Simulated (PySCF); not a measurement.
## Computed properties of H4N, SMILES [NH4+], charge +1

H4N, SMILES [NH4+], charge +1. Geometry: r2SCAN-D4/def2-TZVPD. The isomer is the one that the SMILES or the coordinates give; other isomers of the formula were not compared. The values are those of a single conformer. All values are computed for the isolated molecule unless a solvent is named; none is compared with measurement here.

**Structure.** The optimised structure has Td symmetry. All 9 harmonic modes at r2SCAN-D4/def2-TZVPD (PySCF) are real, so it is a minimum.

**Vibrations.** The strongest infrared lines (harmonic, unscaled, degenerate partners summed) lie at 3484 cm⁻¹ (516 km/mol, H 92 %, N 8 %), 1473 cm⁻¹ (434 km/mol, H 86 %, N 14 %). The softest mode is at 1473 cm⁻¹ and the zero-point energy is 31.0 kcal/mol.

**Electronic structure.** HF/def2-TZVPD (PySCF) places the frontier levels at -27.19 and -3.75 eV, a gap of 23.44 eV and a mean polarisability of 8.9 bohr³.

**Excitations.** TDDFT-ωB97X/def2-TZVPD (PySCF) has S1 at 15.38 eV (81 nm, f = 0.522, bright); the most intense of the 10 singlets computed lies at 15.38 eV (f = 0.52). Strengths of degenerate partners are summed. T1 (TDA) is at 14.66 eV. No vertical singlet excitation falls in the visible range (under 3.1 eV).

**NMR.** GIAO shifts at KT2/pcSseg-2 (PySCF) (non-relativistic, atoms alike by connectivity averaged): ¹H at 4.9 ppm against TMS.
